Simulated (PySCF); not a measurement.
C₅H₁₁N₂Si (doublet state).
Cartesian coordinates in Å at the GFN2-xTB level; atoms count from 1:
```
atom  x, y, z in Å
C1    -2.4909   -1.5201    1.8595
C2    -1.4002   -1.2367    1.2395
C3    -1.2577   -0.2792    0.0326
C4    -0.5268   -1.0051   -1.0985
N5     0.8848   -0.8494   -0.8374
Si6    1.2364    0.4885    0.1843
C7     2.1565    1.9837   -0.5227
N8    -0.4437    0.8487    0.3680
H9    -3.5202   -1.2517    1.7679
H10   -0.4371   -1.6387    1.5244
H11   -2.2565    0.0430   -0.2802
H12   -0.8144   -0.5604   -2.0618
H13   -0.8023   -2.0655   -1.1169
H14    1.4846   -1.2262   -1.5496
H15    1.9294   -0.0250    1.3790
H16    1.6493    2.4238   -1.3754
H17    2.2749    2.7553    0.2299
H18    3.1509    1.6889   -0.8398
H19   -0.8269    1.4352    1.0896
```

The hyperfine couplings belong to this conformer and change with its torsions.

As a line formula: `C[Si@H]1N[C@@H](CN1)/C=[C]\[H]` [radical].

Theory: UKS B3LYP, pcH-1 on C H N Si, non-relativistic, mean-field spin-orbit, GIAO (PySCF 2.14.0). Geometry: GFN2-xTB, one conformer, isolated molecule. A GFN2-xTB geometry isn't a minimum of the functional, and hyperfine couplings can be far from their values at a DFT geometry.

**Question.** How many α and β electrons are there, and what is ⟨S²⟩ of the pure spin state?

**Answer.** 69 electrons with 2S = 1: 35 α and 34 β; S(S+1) = 0.75.

Mulliken spin populations, one withheld:

```csv
atom,bound to,population
C1,"C2, H9",?
C2,"C1, C3, H10",-0.1670
C3,"C2, C4, N8, H11",+0.0791
C4,"C3, N5, H12, H13",+0.0020
N5,"C4, Si6, H14",+0.0016
Si6,"N5, C7, N8, H15",+0.0017
C7,"Si6, H16, H17, H18",+0.0011
N8,"Si6, C3, H19",+0.0153
H9,C1,+0.0091
H10,C2,+0.0449
H11,C3,-0.0015
H12,C4,+0.0037
H13,C4,+0.0015
H14,N5,+0.0005
H15,Si6,-0.0001
H16,C7,0.0000
H17,C7,-0.0001
H18,C7,+0.0002
H19,N8,+0.0001
```

**Question.** What does C1 hold?

**Answer.** The populations add up to Nα − Nβ = 1, and the others sum to -0.0079, so C1 holds +1.008.

**Question.** How is the spin shared among the elements?

**Answer.** Carbon +0.92, hydrogen +0.06, nitrogen +0.02, silicon 0.00. The positive populations sum to 1.17, the negative ones to -0.17.

**Question.** With ⟨S²⟩ = 0.7584, find the sum of squared α–β overlaps and estimate the admixture of higher spin.

**Answer.** Σ|⟨iα|jβ⟩|² over occupied orbitals = Nβ − [⟨S²⟩ − S(S+1)] = 34 − 0.0084 = 33.9916. If the quartet state (S + 1) were the only admixture, its weight would be 0.0084/(2S + 2) = 0.28 %.

**Question.** What Fermi-contact NMR shifts do the couplings of C2, C4, N5, Si6, C7, N8, H9 imply at 298 K (Curie law, g = gₑ)?

**Answer.** δ = a_FC·h·gₑ μB S(S+1)/(3 g_N μN kT), with k/h = 20836.6 MHz/K:

```
nuclei  isotope  a_FC (MHz)      g_N  contact shift (ppm)
    C2      13C      -26.53   1.4048                -2795
    C4      13C       -1.65   1.4048                 -174
    N5      14N        0.46   0.4038                 +170
   Si6     29Si        0.64  -1.1106                  -86
    C7      13C        1.08   1.4048                 +114
    N8      14N       -0.68   0.4038                 -250
    H9       1H       47.55   5.5857                +1260
```

All at the stated temperature.

Hardware: Arm Neoverse V2, one thread, no GPU, on a shared host. Cost: 2.2 min of wall time (grids of density and orbitals included), 1.1 GiB resident at most.
